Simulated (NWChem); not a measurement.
System: BeNH2F; SMILES [NH2][Be][F]

Parts of the log:

```
             Northwest Computational Chemistry Package (NWChem) 7.3.0
             --------------------------------------------------------

 C2V symmetry detected

                             Geometry "geometry" -> ""
                             -------------------------

 Output coordinates in angstroms (scale by  1.889725989 to convert to a.u.)

  No.       Tag          Charge          X              Y              Z
 ---- ---------------- ---------- -------------- -------------- --------------
    1 Be                   4.0000     0.00000000     0.00000000    -0.09488200
    2 F                    9.0000     0.00000000     0.00000000    -1.48658400
    3 N                    7.0000     0.00000000     0.00000000     1.39794600
    4 H                    1.0000     0.00000000    -0.82549800     1.98658100
    5 H                    1.0000     0.00000000     0.82549800     1.98658100

 Effective nuclear repulsion energy (a.u.)      47.3579758910

      Symmetry information
      --------------------

 Group name             C2v
 Group number             16
 Group order               4
 No. of unique centers     4

  pbe96 is a nonlocal functional; adding pw91lda local functional.

                                 NWChem DFT Module
                                 -----------------

 Summary of "ao basis" -> "ao basis" (spherical)
 ------------------------------------------------------------------------------
       Tag                 Description            Shells   Functions and Types
 ---------------- ------------------------------  ------  ---------------------
 Be                         def2-svp                 5        9   3s2p
 F                          def2-svp                 6       14   3s2p1d
 N                          def2-svp                 6       14   3s2p1d
 H                          def2-svp                 3        5   2s1p

      Symmetry analysis of basis
      --------------------------

        a1         23
        a2          3
        b1          9
        b2         12

            General Information
            -------------------
          SCF calculation type: DFT
          Wavefunction type:  closed shell.
          No. of atoms     :     5
          No. of electrons :    22
           Alpha electrons :    11
            Beta electrons :    11
          Charge           :     0
          Spin multiplicity:     1
          Use of symmetry is: on ; symmetry adaption is: on
          Maximum number of iterations: 150
          AO basis - number of functions:    47
                     number of shells:    23
          Convergence on energy requested:  1.00D-06
          Convergence on density requested:  1.00D-05
          Convergence on gradient requested:  5.00D-04

              XC Information
              --------------
          PerdewBurkeErnzerhof Exchange Functional  1.000
            Perdew 1991 LDA Correlation Functional  1.000 local
           PerdewBurkeErnz. Correlation Functional  1.000 non-local

             Grid Information
             ----------------
          Grid used for XC integration:  medium
          Radial quadrature: Mura-Knowles
          Angular quadrature: Lebedev.
          Tag              B.-S. Rad. Rad. Pts. Rad. Cut. Ang. Pts.
          ---              ---------- --------- --------- ---------
          Be                  1.05       49           8.0       434
          F                   0.50       49          10.0       434
          N                   0.65       49           7.0       434
          H                   0.35       45          10.0       434
          Grid pruning is: on
          Number of quadrature shells:   192
          Spatial weights used:  Erf1

      Superposition of Atomic Density Guess
      -------------------------------------

 Sum of atomic energies:        -169.08897784

      Non-variational initial energy
      ------------------------------

 Total energy =    -169.766773
 1-e energy   =    -325.681517
 2-e energy   =     108.556768
 HOMO         =      -0.370343
 LUMO         =      -0.041603

      Symmetry analysis of molecular orbitals - initial
      -------------------------------------------------

  Numbering of irreducible representations:

     1 a1          2 a2          3 b1          4 b2

  Orbital symmetries:

     1 a1          2 a1          3 a1          4 a1          5 a1
     6 a1          7 b2          8 b1          9 b2         10 a1
    11 b1         12 a1         13 b2         14 b1         15 a1
    16 b2         17 a1         18 a1         19 b1         20 b2
    21 b2

   convergence    iter        energy       DeltaE   RMS-Dens  Diis-err
 ---------------- ----- ----------------- --------- --------- ---------
 d= 0,ls=0.0,diis     1   -170.2363270339 -2.18D+02  2.94D-02  7.13D-01
 d= 0,ls=0.0,diis     2   -170.0322262932  2.04D-01  1.75D-02  3.19D+00
 d= 0,ls=0.0,diis     3   -170.3210971053 -2.89D-01  3.60D-03  3.79D-02
 d= 0,ls=0.0,diis     4   -170.3208176422  2.79D-04  2.04D-03  3.56D-02
 d= 0,ls=0.0,diis     5   -170.3246532786 -3.84D-03  1.82D-04  1.46D-04
  Resetting Diis
 d= 0,ls=0.0,diis     6   -170.3246717314 -1.85D-05  3.34D-05  3.09D-06
 d= 0,ls=0.0,diis     7   -170.3246720896 -3.58D-07  1.41D-05  1.96D-07
 d= 0,ls=0.0,diis     8   -170.3246720552  3.43D-08  7.95D-06  6.22D-07

         Total DFT energy =     -170.324672055230
      One electron energy =     -328.830344565783
           Coulomb energy =      132.012306953399
    Exchange-Corr. energy =      -20.864610333848
 Nuclear repulsion energy =       47.357975891001

 Numeric. integr. density =       22.000001286008

                  Occupations of the irreducible representations
                  ----------------------------------------------

                     irrep           alpha         beta
                     --------     --------     --------
                     a1                7.0          7.0
                     a2                0.0          0.0
                     b1                2.0          2.0
                     b2                2.0          2.0

                       DFT Final Molecular Orbital Analysis
                       ------------------------------------

 Vector    9  Occ=2.000000D+00  E=-3.334930D-01  Symmetry=b2
              MO Center= -1.1D-16, -3.4D-16, -1.4D+00, r^2= 7.2D-01
   Bfn.  Coefficient  Atom+Function         Bfn.  Coefficient  Atom+Function
  ----- ------------  ---------------      ----- ------------  ---------------
    14      0.637461  2 F  py                17     -0.440247  2 F  py
     5      0.146561  1 Be py                 8     -0.070811  1 Be py
    31      0.059779  3 N  py                28     -0.045582  3 N  py
    39     -0.033289  4 H  s                 44      0.033289  5 H  s
    38     -0.028774  4 H  s                 43      0.028774  5 H  s

 Vector   10  Occ=2.000000D+00  E=-3.334422D-01  Symmetry=b1
              MO Center= -2.5D-14,  9.0D-17, -1.4D+00, r^2= 7.1D-01
   Bfn.  Coefficient  Atom+Function         Bfn.  Coefficient  Atom+Function
  ----- ------------  ---------------      ----- ------------  ---------------
    13      0.631968  2 F  px                16     -0.433805  2 F  px
     4      0.164022  1 Be px                 7     -0.070622  1 Be px
    27      0.055025  3 N  px

 Vector   11  Occ=2.000000D+00  E=-2.134602D-01  Symmetry=b1
              MO Center= -2.5D-14,  2.2D-16,  1.2D+00, r^2= 1.3D+00
   Bfn.  Coefficient  Atom+Function         Bfn.  Coefficient  Atom+Function
  ----- ------------  ---------------      ----- ------------  ---------------
    27      0.549014  3 N  px                30     -0.466612  3 N  px
     4      0.151818  1 Be px                13     -0.127610  2 F  px
    16      0.115832  2 F  px                 7     -0.088941  1 Be px

 Vector   12  Occ=0.000000D+00  E=-2.305346D-02  Symmetry=a1
              MO Center=  1.3D-15,  1.3D-15,  2.8D-01, r^2= 5.8D+00
   Bfn.  Coefficient  Atom+Function         Bfn.  Coefficient  Atom+Function
  ----- ------------  ---------------      ----- ------------  ---------------
     3      1.145879  1 Be s                 26     -0.674031  3 N  s
    12     -0.244554  2 F  s                 25     -0.215340  3 N  s
    39      0.169270  4 H  s                 44      0.169270  5 H  s
     9      0.137057  1 Be pz                11     -0.104883  2 F  s
    24     -0.102907  3 N  s                 15      0.100388  2 F  pz

 Vector   13  Occ=0.000000D+00  E= 9.290464D-03  Symmetry=b2
              MO Center= -4.8D-18,  2.7D-16, -1.0D-01, r^2= 3.7D+00
   Bfn.  Coefficient  Atom+Function         Bfn.  Coefficient  Atom+Function
  ----- ------------  ---------------      ----- ------------  ---------------
     8      0.677168  1 Be py                 5     -0.508508  1 Be py
    39      0.277324  4 H  s                 44     -0.277324  5 H  s
    14      0.241415  2 F  py                17     -0.230313  2 F  py
    38      0.167816  4 H  s                 43     -0.167816  5 H  s
    31      0.066360  3 N  py                28      0.039706  3 N  py

 Vector   14  Occ=0.000000D+00  E= 4.380803D-02  Symmetry=b1
              MO Center= -3.4D-15, -1.7D-17, -6.9D-02, r^2= 4.3D+00
   Bfn.  Coefficient  Atom+Function         Bfn.  Coefficient  Atom+Function
  ----- ------------  ---------------      ----- ------------  ---------------
     7      0.783007  1 Be px                 4     -0.404260  1 Be px
    30     -0.335964  3 N  px                27      0.276910  3 N  px
    13      0.225682  2 F  px                16     -0.207646  2 F  px

     Multipole analysis of the density
     ---------------------------------

     L   x y z        total         alpha         beta         nuclear
     -   - - -        -----         -----         ----         -------
     0   0 0 0     -0.000000    -11.000000    -11.000000     22.000000

     1   1 0 0     -0.000000     -0.000000     -0.000000      0.000000
     1   0 1 0     -0.000000     -0.000000     -0.000000      0.000000
     1   0 0 1      0.916249      0.458125      0.458125      0.000000

     2   2 0 0    -12.840866     -6.420433     -6.420433      0.000000
     2   1 1 0      0.000000      0.000000      0.000000      0.000000
     2   1 0 1     -0.000000     -0.000000     -0.000000      0.000000
     2   0 2 0    -10.126068     -7.496525     -7.496525      4.866982
     2   0 1 1      0.000000      0.000000      0.000000      0.000000
     2   0 0 2    -12.907608    -80.550135    -80.550135    148.192661

                                 NWChem DFT Module
                                 -----------------

      Symmetry analysis of basis
      --------------------------

        a1         23
        a2          3
        b1          9
        b2         12

            General Information
            -------------------
          SCF calculation type: DFT
          Wavefunction type:  spin polarized.
          No. of atoms     :     5
          No. of electrons :    21
           Alpha electrons :    11
            Beta electrons :    10
          Charge           :     1
          Spin multiplicity:     2
          Use of symmetry is: on ; symmetry adaption is: on
          Maximum number of iterations: 150
          AO basis - number of functions:    47
                     number of shells:    23
          Convergence on energy requested:  1.00D-06
          Convergence on density requested:  1.00D-05
          Convergence on gradient requested:  5.00D-04

              XC Information
              --------------
          PerdewBurkeErnzerhof Exchange Functional  1.000
            Perdew 1991 LDA Correlation Functional  1.000 local
           PerdewBurkeErnz. Correlation Functional  1.000 non-local

             Grid Information
             ----------------
          Grid used for XC integration:  medium
          Radial quadrature: Mura-Knowles
          Angular quadrature: Lebedev.
          Tag              B.-S. Rad. Rad. Pts. Rad. Cut. Ang. Pts.
          ---              ---------- --------- --------- ---------
          Be                  1.05       49           8.0       434
          F                   0.50       49          10.0       434
          N                   0.65       49           7.0       434
          H                   0.35       45          10.0       434
          Grid pruning is: on
          Number of quadrature shells:   192
          Spatial weights used:  Erf1

      Superposition of Atomic Density Guess
      -------------------------------------

 Sum of atomic energies:        -169.08897784

 Renormalizing density from      22.00 to     21

      Non-variational initial energy
      ------------------------------

 Total energy =    -164.607574
 1-e energy   =    -310.877811
 2-e energy   =      98.912262
 HOMO         =      -0.741288
 LUMO         =      -0.319909

   Symmetry analysis of molecular orbitals - initial alpha
   -------------------------------------------------------

  Numbering of irreducible representations:

     1 a1          2 a2          3 b1          4 b2

  Orbital symmetries:

     1 a1          2 a1          3 a1          4 a1          5 a1
     6 a1          7 b2          8 b1          9 b2         10 a1
    11 b1         12 a1         13 b2         14 b1         15 a1
    16 b2         17 a1         18 a1         19 b1         20 b2
    21 a1

   Symmetry analysis of molecular orbitals - initial beta
   ------------------------------------------------------

  Numbering of irreducible representations:

     1 a1          2 a2          3 b1          4 b2

  Orbital symmetries:

     1 a1          2 a1          3 a1          4 a1          5 a1
     6 a1          7 b2          8 b1          9 b2         10 a1
    11 b1         12 a1         13 b2         14 b1         15 a1
    16 b2         17 a1         18 a1         19 b1         20 b2
    21 a1

[...]
```

Level: PBE/def2-SVP, vertical spin-unrestricted ions. The geometry was optimised at PBE0/def2-SVP.

Problem. Reconstruct the input file.

Solution. This is not unique; one that fits is the input that was run:
```
start job
memory heap 200 mb stack 900 mb global 1100 mb
geometry units angstroms noautoz
  Be     0.000000     0.000000    -0.088325
  F      0.000000     0.000000    -1.480027
  N      0.000000     0.000000     1.404503
  H      0.000000    -0.825498     1.993138
  H      0.000000     0.825498     1.993138
end
basis spherical
  * library def2-svp
end
dft
  xc xpbe96 cpbe96
  iterations 150
  vectors input atomic output neutral.movecs
end
task dft energy
charge 1
dft
  odft
  mult 2
  vectors input atomic output cation.movecs
end
task dft energy
```
